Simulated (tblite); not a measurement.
C₅H₇GeO₂ (charge -1).
Numbering: `[O:1]=[C:2]([O-:3])[C@@H:4]1[CH:5]=[CH:6][CH2:7][GeH2:8]1` (hydrogens: H9 on C4; H10 on C5; H11 on C6; H12, H13 on C7; H14, H15 on Ge8)
Bond orders are those of one Lewis drawing.

Computed with GFN2-xTB (tblite), gas phase: L-BFGS steps from a force-field or distance-geometry start until the largest atomic force falls under 0.01 eV/Å.

Step 47: E = -667.7270 eV
```
atom  x, y, z in Å  |  force x, y, z in eV/Å
O1      2.9764    0.1705   -0.9956   -0.086   0.095   0.040
C2      1.8970    0.6145   -0.6131    0.051  -0.017  -0.036
O3      1.2884    1.6481   -0.9511    0.012  -0.036   0.012
C4      1.0761   -0.2224    0.4496    0.089  -0.036  -0.081
C5      0.3603   -1.2351   -0.3572    0.017  -0.014  -0.020
C6     -0.9246   -1.0936   -0.6592   -0.033  -0.005  -0.007
C7     -1.7219    0.0297   -0.0674   -0.046   0.021  -0.032
Ge8    -0.3620    1.0113    1.0004   -0.018  -0.036   0.122
H9      1.7324   -0.6774    1.1929    0.023   0.031   0.004
H10     0.9551   -2.0327   -0.7881   -0.006  -0.024   0.037
H11    -1.4356   -1.7825   -1.3244    0.000  -0.039   0.001
H12    -2.5459   -0.3805    0.5288   -0.015   0.084   0.003
H13    -2.1703    0.6435   -0.8493   -0.002  -0.003  -0.064
H14    -0.7547    0.8025    2.4948    0.012   0.007   0.034
H15    -0.3750    2.5123    0.9171    0.001  -0.028  -0.013
```

Step 48: E = -667.7286 eV
```
atom  x, y, z in Å  |  force x, y, z in eV/Å
O1      2.9762    0.1754   -0.9938    0.063   0.027   0.006
C2      1.8977    0.6159   -0.6119   -0.075   0.027  -0.039
O3      1.2879    1.6479   -0.9510   -0.010   0.001   0.018
C4      1.0767   -0.2245    0.4466    0.055  -0.009  -0.035
C5      0.3590   -1.2364   -0.3591    0.029  -0.009   0.000
C6     -0.9257   -1.0926   -0.6615   -0.011  -0.032   0.017
C7     -1.7214    0.0305   -0.0668   -0.028  -0.002  -0.050
Ge8    -0.3626    1.0095    1.0048    0.018  -0.041   0.065
H9      1.7361   -0.6772    1.1883    0.016   0.012   0.013
H10     0.9524   -2.0377   -0.7853   -0.009  -0.017   0.022
H11    -1.4359   -1.7846   -1.3245   -0.009  -0.018   0.007
H12    -2.5459   -0.3798    0.5275   -0.033   0.074   0.011
H13    -2.1673    0.6434   -0.8497   -0.018   0.028  -0.069
H14    -0.7568    0.8078    2.4978    0.010  -0.008   0.047
H15    -0.3747    2.5105    0.9167    0.002  -0.032  -0.012
```

**Question.** Estimate the geometry and energy of step 49. (The exact step hangs on the optimiser's Hessian estimate; all steps are aligned on step 48, rigid shifts and turns removed.)

**Answer.** E = -667.7296 eV, largest force 0.096 eV/Å
```
atom  x, y, z in Å  |  force x, y, z in eV/Å
O1      2.9739    0.1768   -0.9978    0.079   0.024   0.010
C2      1.8969    0.6176   -0.6119   -0.068   0.009  -0.067
O3      1.2872    1.6498   -0.9483   -0.025   0.036   0.013
C4      1.0784   -0.2259    0.4444    0.011   0.008   0.010
C5      0.3589   -1.2374   -0.3601    0.022  -0.012   0.022
C6     -0.9259   -1.0926   -0.6631    0.007  -0.045   0.037
C7     -1.7208    0.0314   -0.0681   -0.009  -0.006  -0.050
Ge8    -0.3628    1.0075    1.0096    0.035  -0.042   0.004
H9      1.7405   -0.6759    1.1853    0.010  -0.002   0.010
H10     0.9503   -2.0432   -0.7802   -0.005  -0.012   0.005
H11    -1.4358   -1.7873   -1.3242   -0.010  -0.002   0.015
H12    -2.5466   -0.3771    0.5251   -0.040   0.065   0.005
H13    -2.1633    0.6445   -0.8526   -0.022   0.041  -0.061
H14    -0.7598    0.8108    2.5012    0.010  -0.022   0.055
H15    -0.3755    2.5092    0.9186    0.004  -0.041  -0.009
```

The energy changes by -0.0010 eV. The first-order estimate −F·Δx gives -0.0014 eV and the mean of the old and new forces, exact on a quadratic surface, -0.0010 eV. The step makes an angle of 66° with the force vector and moves no atom by more than 0.008 Å.

The cost below is that of the whole relaxation. Time: 2.6 s wall, 1.9 s CPU. Hardware: one thread, Intel Xeon at 2.50 GHz (x86_64), shared host.
